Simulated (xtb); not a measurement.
xtb input (GFN2-xTB):

```bash
xtb mol.xyz --gfn 2 --sp --chrg -1 --uhf 0
```
mol.xyz:
```
7

B     -0.96835656     0.06020399    -0.08290159
N      0.62979045    -0.10333295    -0.00929991
H     -1.26015208     1.19350843    -0.42878227
H     -1.46944059    -0.21032217     0.99639791
H      0.81895399    -1.07746645     0.19117144
H      1.35798315     0.47421006     0.66652686
H      0.98590517     0.04238085    -0.94570660
```

End of the output:

```
         :::::::::::::::::::::::::::::::::::::::::::::::::::::
         ::                     SUMMARY                     ::
         :::::::::::::::::::::::::::::::::::::::::::::::::::::
         :: total energy              -6.626753633562 Eh    ::
         :: gradient norm              0.190233419898 Eh/a0 ::
         :: HOMO-LUMO gap              2.060286926405 eV    ::
         ::.................................................::
         :: SCC energy                -6.689437200928 Eh    ::
         :: -> isotropic ES            0.201426412768 Eh    ::
         :: -> anisotropic ES          0.010393909810 Eh    ::
         :: -> anisotropic XC          0.000726544852 Eh    ::
         :: -> dispersion             -0.004907238822 Eh    ::
         :: repulsion energy           0.062683567365 Eh    ::
         :: add. restraining           0.000000000000 Eh    ::
         :: total charge              -1.000000000000 e     ::
         :::::::::::::::::::::::::::::::::::::::::::::::::::::

           -------------------------------------------------
          |                Property Printout                |
           -------------------------------------------------

    * Orbital Energies and Occupations

         #    Occupation            Energy/Eh            Energy/eV
      -------------------------------------------------------------
         1        2.0000           -0.4063620             -11.0577
         2        2.0000           -0.3150775              -8.5737
         3        2.0000           -0.3071134              -8.3570
         4        2.0000           -0.2192884              -5.9671
         5        2.0000           -0.1337267              -3.6389
         6        2.0000           -0.0918371              -2.4990
         7        2.0000            0.0957137               2.6045 (HOMO)
         8                          0.1714279               4.6648 (LUMO)
         9                          0.3227353               8.7821
        10                          0.3834050              10.4330
        11                          0.4439728              12.0811
        12                          0.5894012              16.0384
        13                          0.6631978              18.0465
      -------------------------------------------------------------
Note: The following floating-point exceptions are signalling: IEEE_DENORMAL
normal termination of xtb
                  HL-Gap            0.0757142 Eh            2.0603 eV
             Fermi-level            0.1335708 Eh            3.6346 eV

     #   Z          covCN         q      C6AA      α(0)
     1   5 B        2.650    -0.043    22.659     8.022
     2   7 N        3.367    -0.237    26.194     7.601
     3   1 H        0.915    -0.407    53.614    11.453
     4   1 H        0.915    -0.407    53.614    11.453
     5   1 H        0.860     0.109     1.712     2.050
     6   1 H        0.826    -0.125     6.607     4.032
     7   1 H        0.860     0.109     1.712     2.050

 Mol. C6AA /au·bohr⁶  :        880.292356
 Mol. C8AA /au·bohr⁸  :      15088.993021
 Mol. α(0) /au        :         46.661180

Wiberg/Mayer (AO) data.
largest (>0.10) Wiberg bond orders for each atom

 ---------------------------------------------------------------------------
     #   Z sym  total        # sym  WBO       # sym  WBO       # sym  WBO
 ---------------------------------------------------------------------------
     1   5 B    2.784 --     4 H    0.827     3 H    0.827     2 N    0.775
                             6 H    0.336
     2   7 N    3.360 --     5 H    0.972     7 H    0.972     1 B    0.775
                             6 H    0.638
     3   1 H    0.834 --     1 B    0.827
     4   1 H    0.834 --     1 B    0.827
     5   1 H    0.988 --     2 N    0.972
     6   1 H    0.984 --     2 N    0.638     1 B    0.336
     7   1 H    0.988 --     2 N    0.972
 ---------------------------------------------------------------------------

Topologies differ in total number of bonds
Writing topology from bond orders to xtbtopo.mol

molecular dipole:
                 x           y           z       tot (Debye)
 q only:        1.947      -1.041      -0.739
   full:        2.552      -0.648      -0.264       6.725
molecular quadrupole (traceless):
                xx          xy          yy          xz          yz          zz
 q only:       -4.438       1.777       2.036       0.942       1.216       2.402
  q+dip:       -5.695      -0.187       2.971      -1.348       0.702       2.724
   full:       -4.664      -0.140       2.430      -1.123       0.355       2.234

           -------------------------------------------------
          | TOTAL ENERGY               -6.626753633562 Eh   |
          | GRADIENT NORM               0.190233419898 Eh/α |
          | HOMO-LUMO GAP               2.060286926405 eV   |
           -------------------------------------------------

------------------------------------------------------------------------
------------------------------------------------------------------------
 total:
 SCF:
```

It need not be the lowest isomer of its formula. Whether it binds its extra electron was not tested at this geometry.
